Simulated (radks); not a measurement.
The numbers below are computed, except where a source is named.
Neutral osmium inside a hard spherical wall (all orbitals vanish at R), configuration held at [Xe] 4f14 5d6 6s2 and not refilled when levels cross. Level of theory: scalar-relativistic Kohn-Sham, PBEsol, spin-polarised, spherical densities, point nucleus; open shells are filled with parallel spins first (spin-orbit coupling, left out, can overturn this in heavy ions) (a radial shooting solver on a logarithmic mesh with Libxc functionals). Eigenvalues in eV for spin up, with the zero of energy where the potential of the charges vanishes at infinity; a dash marks a level that is unbound or too diffuse for the functional's potential to be trusted. A positive occupied level is held by the wall or, in an anion where self-interaction has pushed it up, behind a barrier. The pressure on the wall is -dE/dV.

R (bohr) = free: E (hartree) -17248.9960; kinetic (hartree) 19121.447; e(4f) -51.970; e(5p) -51.669; e(5d) -7.234; e(6s) -6.725; e(6p, empty) -1.438; e(7s, empty) -; pressure (GPa) 0
R (bohr) = 15: E (hartree) -17248.9960; kinetic (hartree) 19121.447; e(4f) -51.970; e(5p) -51.669; e(5d) -7.234; e(6s) -6.725; e(6p, empty) -1.435; e(7s, empty) 0.315; pressure (GPa) < 0.0001
R (bohr) = 12: E (hartree) -17248.9960; kinetic (hartree) 19121.448; e(4f) -51.968; e(5p) -51.667; e(5d) -7.232; e(6s) -6.723; e(6p, empty) -1.415; e(7s, empty) 0.774; pressure (GPa) 0.000343
R (bohr) = 8: E (hartree) -17248.9934; kinetic (hartree) 19121.473; e(4f) -51.827; e(5p) -51.526; e(5d) -7.101; e(6s) -6.604; e(6p, empty) -1.017; e(7s, empty) 3.827; pressure (GPa) 0.123
R (bohr) = 6: E (hartree) -17248.9624; kinetic (hartree) 19121.685; e(4f) -50.951; e(5p) -50.673; e(5d) -6.326; e(6s) -5.813; e(6p, empty) 0.602; e(7s, empty) 11.115; pressure (GPa) 2.82
R (bohr) = 3.5: E (hartree) -17247.9329; kinetic (hartree) 19126.293; e(4f) -40.358; e(5p) -41.260; e(5d) 2.777; e(6s) 7.373; e(6p, empty) 20.330; e(7s, empty) 68.935; pressure (GPa) 314
R (bohr) = 3: E (hartree) -17246.6067; kinetic (hartree) 19131.546; e(4f) -32.490; e(5p) -34.756; e(5d) 10.073; e(6s) 20.511; e(6p, empty) 38.131; e(7s, empty) 112.21; pressure (GPa) 1060
R (bohr) = 2: E (hartree) -17231.9088; kinetic (hartree) 19185.248; e(4f) 12.755; e(5p) 4.847; e(5d) 60.573; e(6s) 128.43; e(6p, empty) 168.01; e(7s, empty) 382.20; pressure (GPa) 23100
